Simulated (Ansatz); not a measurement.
```yaml
atoms:
  - { symbol: Cu, position_ang: [0.0001, 0.0465, 0.0862] }
  - { symbol: H, position_ang: [-0.0836, -0.0286, 1.2758] }
```

Basis set: STO-3G (spherical functions). Frozen core: 5 orbitals. Charge 0, multiplicity 1.

Computed with Ansatz (development build ahead of 0.2.0); each method stands on the lowest determinant of its kind that the runs found. Restricted open shells among the atoms or ions are ROHF, correlated in semicanonical orbitals with singles.

The atomization energy at this shape (free ground-state atoms in the same class of orbitals less the molecule, no zero-point energy) of singlet CuH:

| method | atomization energy |
| --- | --- |
| RHF | 227.5 kJ/mol |

(1) What does RHF-MP2 give?

## Answers

(1) 268.5 kJ/mol. Caution: the shape is not the minimum.

This basis has no polarisation functions and is too small for such energies, which can lie far from measured ones in either direction.
